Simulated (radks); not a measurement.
Species: Os2+. Configuration: [Xe] 4f14 5d5.75 6d0.25 (fractional occupations, a model configuration).

Calculated with a radial shooting solver on a logarithmic mesh with Libxc functionals: Dirac Kohn-Sham, PBE, spin-unpolarised, spherical densities, finite nucleus; open shells are shared between the two j in proportion to 2j + 1; Fermi nuclear charge, rms radius 5.4126 fm.

Energy parts (eV):
| part | energy |
|---|---|
| total | -470144.38 |
| kinetic | 533387.24 |
| electron-nucleus | -1176391.50 |
| Hartree | 182119.63 |
| exchange-correlation | -9259.75 |

Orbitals (lengths in bohr, moments of r in powers of bohr; <r^-3> diverges for s and p1/2; r(max) is where P^2 peaks):
orbital  occ.  eigenvalue (eV)   r(max)  <r^-3>   <1/r>      <r>  small-component weight
1s1/2       2        -73754.51  0.01103       -   90.41  0.01774                8.26e-02
2s1/2       2        -12852.09  0.06360       -   22.09  0.07427                1.88e-02
2p1/2       2        -12308.42  0.04710       -   22.06  0.06130                1.89e-02
2p3/2       4        -10777.27  0.05415   17910   18.31  0.06950                1.69e-02
3s1/2       2        -3005.216   0.1790       -   8.111   0.1934                6.22e-03
3p1/2       2        -2761.364   0.1674       -   8.027   0.1835                6.17e-03
3p3/2       4        -2427.467   0.1818    4098   7.055   0.1986                5.61e-03
3d3/2       4        -2017.996   0.1421   711.4   6.951   0.1734                5.50e-03
3d5/2       6        -1945.667   0.1461   599.2   6.724   0.1781                5.34e-03
4s1/2       2        -649.1262   0.4053       -   3.417   0.4318                2.07e-03
4p1/2       2        -546.6715   0.4044       -   3.308   0.4357                1.98e-03
4p3/2       4        -468.2481   0.4344   963.8   2.970   0.4692                1.77e-03
4d3/2       4        -299.9094   0.4295   148.0   2.760   0.4824                1.57e-03
4d5/2       6        -285.3815   0.4389   122.0   2.680   0.4937                1.51e-03
5s1/2       2        -110.2313   0.9148       -   1.348    1.007                4.87e-04
5p1/2       2         -78.6355   0.9747       -   1.221    1.098                4.08e-04
4f5/2       6         -72.3762   0.4033   23.61   2.258   0.5524                1.12e-03
4f7/2       8         -69.5703   0.4081   22.47   2.225   0.5606                1.10e-03
5p3/2       4         -66.3819    1.056   147.9   1.101    1.197                3.48e-04
5d3/2     2.3         -25.1183    1.319   12.32  0.7901    1.647                1.84e-04
5d5/2    3.45         -23.9461    1.358   9.865  0.7632    1.701                1.73e-04
6s1/2       0         -21.8040    2.307       -  0.4897    2.605                7.83e-05
6p1/2       0         -15.5530    2.724       -  0.4056    3.116                5.44e-05
6p3/2       0         -14.2312    2.967   16.20  0.3732    3.368                4.73e-05
6d3/2     0.1          -7.6335    4.619   1.249  0.2457    5.164                2.36e-05
6d5/2    0.15          -7.5115    4.719   1.057  0.2421    5.254                2.32e-05

The highest occupied level is 6d5/2 at -7.512 eV. The configuration is held as typed, so some empty levels lie below it. The electron density at the nucleus is 1.675e+06 e/bohr^3.
